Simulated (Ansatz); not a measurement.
Cu(NH3)F (CuNFH3). Total charge 0; singlet. Geometry PBE-D4/def2-TZVP; atoms count from 1.

Cartesian coordinates in Å:
```
Cu 0.708 0.686 0.618
N -0.451 -0.437 -0.394
H -1.240 0.089 -0.782
H -0.840 -1.192 0.181
H 0.041 -0.875 -1.180
F 1.783 1.728 1.556
```

Q: Estimate the Mulliken populations from the PBE0/def2-TZVP orbitals of Ansatz.

A: 
```csv
atom,charge (e),d electrons
Cu1,0.37,9.83
N2,-0.64,–
H3,0.28,–
H4,0.28,–
H5,0.28,–
F6,-0.56,–
```
Mulliken values and Mayer orders depend strongly on the basis.

Q: And the Mayer bond orders between bonded heavy atoms (over 0.3)?

A: Cu1–N2 0.52 (1.91 Å); Cu1–F6 0.78 (1.77 Å).
